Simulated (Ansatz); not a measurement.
Two members of one family (Series W(O)2X2), computed with Ansatz in the gas phase; def2 core potentials for W, no spin–orbit coupling. The two geometries come from different levels. Binding counts from free atoms in the multiplicity of their measured ground term, without zero-point energy. A dash marks a value that wasn't run or was left out as unsound. The structures are stationary points that may keep the symmetry of their start. Remarks come from the PBE and PBE0 runs and from stability tests at other levels; not every state was tested. HOMO above LUMO (over both spins in singlets and doublets, within one spin in higher multiplets; at PBE or PBE0), or a gap under 0.15 eV within one spin, warns that the state may not be the lowest or that an electron is smeared out.

First: WO2Br2 (singlet, charge 0, B3LYP-D4/def2-SVP geometry).

```xyz
5

W     0.104    0.054   -0.039
O     0.355    1.721   -0.287
O     1.563   -0.727   -0.445
Br   -1.646   -0.712   -1.538
Br   -0.375   -0.335    2.309
```

| level | HOMO (eV) | LUMO (eV) | gap (eV) | vertical IE (eV) | vertical triplet (eV) | binding per atom (eV) |
| --- | --- | --- | --- | --- | --- | --- |
| PBE-D4/def2-SVP | -7.98 | -4.07 | 3.91 | – | – | – |
| PBE-D4/def2-TZVP | -7.99 | -4.16 | 3.83 | 10.77 | 3.80 | – |
| B97M-V/def2-TZVP | -8.44 | -4.10 | 4.35 | – | – | 4.55 |
| PBE0-D4/def2-TZVP | -9.39 | -3.55 | 5.84 | 11.32 | 3.85 | – |
| ωB97X-V/def2-TZVP | -11.65 | -1.57 | 10.08 | – | – | 4.50 |

Metal–donor distances: 2 × O 1.70 Å, 2 × Br 2.43 Å. Remarks: gap within one spin near zero at PBE or PBE0 (+1 doublet), gap within one spin near zero at PBE or PBE0 (triplet).

Second: WO2Cl2 (singlet, charge 0, r2SCAN-D4/def2-SVP geometry).

Cartesian coordinates in Å:
```
W 0.0311 0.0318 -0.0646
O 1.0421 -0.7343 -1.2025
O -0.1742 1.6305 -0.6199
Cl 1.0907 0.0816 1.9461
Cl -1.9897 -1.0096 -0.0591
```

Problem. Estimate how these quantities change from the first to the second (second minus first).

Solution. 
```
            level  Δ HOMO (eV)  Δ LUMO (eV)  Δ gap (eV)  Δ vertical IE (eV)  Δ vertical triplet (eV)  Δ binding per atom (eV)
  PBE-D4/def2-SVP        -0.10         0.18        0.28                   –                        –                        –
 PBE-D4/def2-TZVP        -0.11         0.12        0.23                0.50                     0.37                        –
 B97M-V/def2-TZVP        -0.12         0.12        0.25                   –                        –                     0.26
PBE0-D4/def2-TZVP        -0.33         0.16        0.49                0.27                     0.17                        –
ωB97X-V/def2-TZVP        -0.51         0.24        0.75                   –                        –                     0.23
```

Metal–donor distances: 2 × O 1.70 Å, 2 × Cl 2.27 Å. Remarks: gap within one spin near zero at PBE or PBE0 (+1 doublet), gap within one spin near zero at PBE or PBE0 (triplet).
